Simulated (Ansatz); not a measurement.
`[F][Ga]([Cl])[Cl]` + CH₃NH₂ → `C[NH][Ga]([Cl])[Cl]` + H–F at 500 K and 1 bar (ligand exchange at a Ga–F bond).

Calculated with Ansatz (gas phase, PBE0-D4/def2-TZVP geometries, no zero-point term in ΔE). CCSD(T)/CBS is the MP2 limit (def2-TZVPP, def2-QZVPP) plus CCSD(T) − MP2 in def2-TZVPP, frozen cores. This one scheme is used for every species. For Ga outer-core shells are correlated without core-valence functions, which leaves a few kJ/mol of doubt a bond. Scalar relativity is left out up to krypton. One conformer a species, not always the lowest.

```tsv
species	CCSD(T)/CBS energy (Eh)	H − E (kJ/mol)	S (J/(mol·K))
`[F][Ga]([Cl])[Cl]`	-2943.43698	44.3	362.9
CH₃NH₂	-95.75281	191.8	270.3
`C[NH][Ga]([Cl])[Cl]`	-2938.78787	196.3	438.9
H–F	-100.39570	39.4	188.7
```

H − E and S are ideal-gas, rigid-rotor, harmonic terms from PBE0-D4/def2-TZVP, for one conformer and one mirror image of each species. 1 Eh = 2625.50 kJ/mol, R = 8.31446 J/(mol·K).

**Question.** By hand: ΔE, ΔH, ΔS and ΔG.

**Answer.** ΔE = (-2938.78787) + (-100.39570) − (-2943.43698) − (-95.75281) = 0.00622 Eh = 16.3 kJ/mol. Δ(H − E) = 196.3 + 39.4 − 44.3 − 191.8 = -0.4, so ΔH = 15.9 kJ/mol. ΔS = 438.9 + 188.7 − 362.9 − 270.3 = -5.6 J/(mol·K). ΔG = 15.9 − 500 × (-5.6)/1000 = 18.7 kJ/mol.

**Question.** By hand: the equilibrium constant, and the temperature at which ΔG would vanish if ΔH and ΔS stayed fixed.

**Answer.** log₁₀ K = −ΔG/(RT ln 10) = -2.0. ΔH and −TΔS have one sign here, so there is no such temperature. One of them is within its doubt of zero, so this could turn.

The number of gas molecules stays the same, so ΔS is small and ΔH decides. A doubt of 5 kJ/mol in ΔE shifts log₁₀ K by 0.5 here. Other conformers and mirror images would add mixing entropy, several J/(mol·K) or more a flexible species. These are equilibria of isolated gas molecules and say nothing of rates. Largest T1 diagnostic: 0.012 (customary marks: 0.02 for closed shells, 0.045 for open ones).
